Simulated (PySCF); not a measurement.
C5H3O2S (charge -1).
Z-matrix (Å and degrees, PBE0-D3(BJ)/def2-SVP geometry), rows numbered from 1:
```
O 
C   1  1.2418
O   2  1.2448  1  131.43
C   2  1.5374  1  114.60  3   179.97
C   4  1.3732  2  130.22  1     0.22
C   5  1.4237  4  113.34  2  -179.70
C   6  1.3751  5  112.31  4    -0.07
S   7  1.7238  6  111.31  5     0.04
H   5  1.0911  4  120.13  2     0.25
H   6  1.0940  5  124.44  4   179.94
H   7  1.0911  6  127.45  5   179.96
```

All values: wB97X-D/def2-SVPD (PySCF, non-relativistic), on one gas-phase PBE0-D3(BJ)/def2-SVP geometry that isn't relaxed in the solvent. The solvent is an IEF-PCM continuum (van der Waals radii × 1.2), and excitations are vertical TDDFT with non-equilibrium linear response and a frozen core. Only the electrostatic response of the medium enters.

Gas-phase singlets (H = HOMO, L = LUMO):

```csv
state,E (eV),λ (nm),f,leading configuration
S1,4.476,277,0.000,H→L 86%
S2,4.528,274,0.000,H-1→L 89%
S3,5.277,235,0.003,H-2→L 89%
S4,5.382,230,0.156,H-3→L 91%
S5,5.762,215,0.083,H-4→L 81%
```

Q: How does the list change in benzene (ε = 2.271)?

A: 
```tsv
state	E (eV)	λ (nm)	f	leading configuration	change by rank (eV)
S1	4.875	254	0.000	H→L 74%	+0.399
S2	4.888	254	0.000	H-1→L 77%	+0.360
S3	5.318	233	0.225	H-2→L 94%	+0.041
S4	5.539	224	0.051	H-3→L 59%	+0.157
S5	5.885	211	0.119	H-4→L 56%	+0.123
```

Q: Give the list for acetonitrile (ε = 35.69), n² = 1.81.

A: 
```csv
state,E (eV),λ (nm),f,leading configuration,change by rank (eV)
S1,5.247,236,0.000,H-2→L 65%,+0.771
S2,5.297,234,0.072,H-3→L 43%,+0.769
S3,5.306,234,0.144,H→L 61%,+0.029
S4,5.572,223,0.099,H-1→L 86%,+0.190
S5,6.366,195,0.070,H-4→L 87%,+0.604
```

Q: How do the frontier levels move from gas to acetonitrile?

A: 
```
orbital  gas (eV)  solvent (eV)  change (eV)
 LUMO+2      5.63          2.46        -3.17
 LUMO+1      5.01          2.20        -2.81
   LUMO      4.74          0.98        -3.76
   HOMO     -4.10         -8.46        -4.36
 HOMO-1     -4.23         -8.89        -4.66
 HOMO-2     -4.40         -8.94        -4.54
 HOMO-3     -4.73         -8.98        -4.25
```

The HOMO–LUMO gap goes from 8.84 to 9.44 eV. Rows go by rank; for HOMO-3, HOMO-2, HOMO-1, HOMO, LUMO, LUMO+1 and LUMO+2 the atom shares or the degeneracy differ between the runs, so the row needn't follow one orbital.

Time: 56 s of wall time. Hardware: x86-64 server, one thread, shared host. This is the whole response run at wB97X-D/def2-SVPD in acetonitrile, SCF included.
